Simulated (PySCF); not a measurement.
# Arsenic: highly charged ions in a basis for the neutral atom

As⁸⁺ [Ar] 3d7, As⁹⁺ [Ar] 3d6. Computed with PySCF 2.14 in def2-TZVP (6s5p4d1f, 48 functions), with the non-relativistic Hamiltonian (point nucleus). No spin-orbit coupling, so a gap to NIST mixes the basis error with missing relativistic terms.

Changed run: basis of the neutral atom used for a highly charged ion. This setting is unsound on purpose.

```
species  method  sound run (hartree)  changed run (hartree)  converged
   As⁸⁺     UHF              not run            -2211.62926        yes
   As⁸⁺   M06-L              not run            -2212.83366        yes
   As⁸⁺     LDA              not run            -2209.36469        yes
   As⁹⁺     UHF              not run            -2203.64488        yes
   As⁹⁺   M06-L              not run            -2204.78535        yes
   As⁹⁺     LDA              not run            -2201.29434        yes
```

Ionisation energy of As⁸⁺:

```tsv
method	changed run (eV)	NIST (eV)
UHF	217.27	213 ± 2.2
M06-L	219.01	213 ± 2.2
LDA	219.61	213 ± 2.2
```

The contracted functions were made for the neutral atom and can be too rigid for a highly charged ion.
